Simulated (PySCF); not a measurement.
Level of theory: M06-2X/def2-TZVP // PBE0-D3(BJ)/def2-TZVP (PySCF). Gas-phase values, no solvent. One relaxed conformer stands for a flexible species; it need not be the lowest. Excitations are Tamm–Dancoff values on a coarser integration grid. The basis has no diffuse functions, so Rydberg states are missing or too high.

Reference species (SMILES): `CB(O)O` (O–B–O–H torsion 0°, O–B–O–H torsion 180°) (neutral, multiplicity 1).

| Quantity | Value |
|---|---|
| HOMO–LUMO gap | 11.87 eV |
| brightest of the four lowest singlets (TDA) | 8.81 eV |
| S1 oscillator strength | 0.001 |
| T1 excitation (TDA) | 8.42 eV |

Changed species: `OB(O)O` (3 of 3 CH3 replaced by OH; the reference has 2 of 3 CH3 replaced by OH).

### Question
Predict the effect on the HOMO–LUMO gap, brightest of the four lowest singlets (TDA), S1 oscillator strength and T1 excitation (TDA).

### Answer
the HOMO–LUMO gap falls by 0.23 eV, to 11.64 eV; the brightest of the four lowest singlets (TDA) rises by 0.62 eV, to 9.43 eV; the S1 oscillator strength stays essentially unchanged; the T1 excitation (TDA) decreases by 0.50 eV, to 7.92 eV.
